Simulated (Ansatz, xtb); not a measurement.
C6H6Cl2: which of two isomers lies lower

We compare a, `C=C(Cl)/C=C\C=C/Cl`, a singlet, with b, `Cl[C@@H]1C=CC=C[C@@H]1Cl`, a singlet. Both are isolated molecules in the gas phase, relaxed with B3LYP/def2-SVP; the shapes shown needn't be the lowest conformers.

a (Å):

```yaml
atoms:
  - { symbol: C, position_ang: [-1.3288, -2.5505, 1.4339] }
  - { symbol: C, position_ang: [-1.0981, -1.6046, 0.5038] }
  - { symbol: C, position_ang: [-0.6497, -0.2606, 0.8493] }
  - { symbol: C, position_ang: [-0.3560, 0.8485, 0.1215] }
  - { symbol: C, position_ang: [-0.3932, 1.0746, -1.3089] }
  - { symbol: C, position_ang: [-0.0756, 2.2327, -1.9210] }
  - { symbol: Cl, position_ang: [-1.3588, -2.0462, -1.1837] }
  - { symbol: Cl, position_ang: [0.4415, 3.6826, -1.1097] }
  - { symbol: H, position_ang: [-1.6640, -3.5520, 1.1624] }
  - { symbol: H, position_ang: [-1.1801, -2.3207, 2.4915] }
  - { symbol: H, position_ang: [-0.5350, -0.1537, 1.9333] }
  - { symbol: H, position_ang: [-0.0390, 1.7174, 0.7059] }
  - { symbol: H, position_ang: [-0.6989, 0.2610, -1.9669] }
  - { symbol: H, position_ang: [-0.1209, 2.3501, -3.0051] }
```

b (Å):

```yaml
atoms:
  - { symbol: C, position_ang: [-1.6594, -0.6714, -0.5788] }
  - { symbol: C, position_ang: [-0.6182, -0.2109, -1.5589] }
  - { symbol: C, position_ang: [0.5379, 0.3340, -1.1272] }
  - { symbol: C, position_ang: [0.8016, 0.5168, 0.2999] }
  - { symbol: C, position_ang: [-0.1920, 0.3868, 1.1988] }
  - { symbol: C, position_ang: [-1.5935, 0.1666, 0.6997] }
  - { symbol: Cl, position_ang: [-1.3815, -2.4634, -0.2576] }
  - { symbol: Cl, position_ang: [-2.6982, -0.4438, 1.9897] }
  - { symbol: H, position_ang: [-2.6734, -0.6267, -0.9929] }
  - { symbol: H, position_ang: [-0.7863, -0.4260, -2.6169] }
  - { symbol: H, position_ang: [1.3172, 0.6041, -1.8450] }
  - { symbol: H, position_ang: [1.8176, 0.7556, 0.6247] }
  - { symbol: H, position_ang: [-0.0360, 0.5149, 2.2716] }
  - { symbol: H, position_ang: [-2.0076, 1.1531, 0.4161] }
```

Question: Estimate which is lower in electronic energy at CCSD(T)/def2-SVP + ΔMP2/def2-TZVPP, and by roughly how much.

Answer: The CCSD(T)/def2-SVP + ΔMP2/def2-TZVPP calculation puts structure b lower, by 18.2 kcal/mol.

How the difference moves with the method:

```csv
level,geometry,E(b) − E(a) (kcal/mol),departure from the last row (kcal/mol),"job, with rough time for the two"
GFN2-xTB,GFN2-xTB,−21.7,−3.4,"optimisation, 0.18 s"
HF/STO-3G,GFN2-xTB,−47.4,−29.2,"single point, 0.48 s"
r2SCAN-D4/def2-SVP,GFN2-xTB,−16.7,+1.5,"single point, 4.6 s"
B3LYP/def2-SVP,B3LYP/def2-SVP,−12.7,+5.5,"optimisation, 37 s"
HF/def2-SVP,B3LYP/def2-SVP,−18.5,−0.3,part of the CCSD(T) run
MP2/def2-SVP,B3LYP/def2-SVP,−21.3,−3.1,part of the CCSD(T) run
CCSD(T)/def2-SVP,B3LYP/def2-SVP,−19.1,−0.9,single point
CCSD(T)/def2-SVP + ΔMP2/def2-TZVPP,B3LYP/def2-SVP,−18.2,,"single point, 98 s"
```

As drawn, b has 2 C–C in place of 1 C=C. Structure a has no ring, b a 6-membered ring.

The levels shown agree on the order. The largest departure from CCSD(T)/def2-SVP + ΔMP2/def2-TZVPP is that of HF/STO-3G, 29.2 kcal/mol. The last row adds to CCSD(T) the change of the MP2 difference between the two basis sets, here +0.9 kcal/mol.

With thermal terms from frequencies at re-optimised GFN2-xTB minima (ideal gas, soft modes damped towards free rotors, one conformer each, 298.15 K, 1 atm): the zero-point term adds +1.9 kcal/mol; ΔH is −17.2 and ΔG −14.9 kcal/mol.

The correlated steps freeze 16 core orbitals. Mirror images aren't counted in ΔG. Run with Ansatz 0.2.0, xtb 6.7.1; the last row on 4 threads of Arm Neoverse V1 on a shared host.
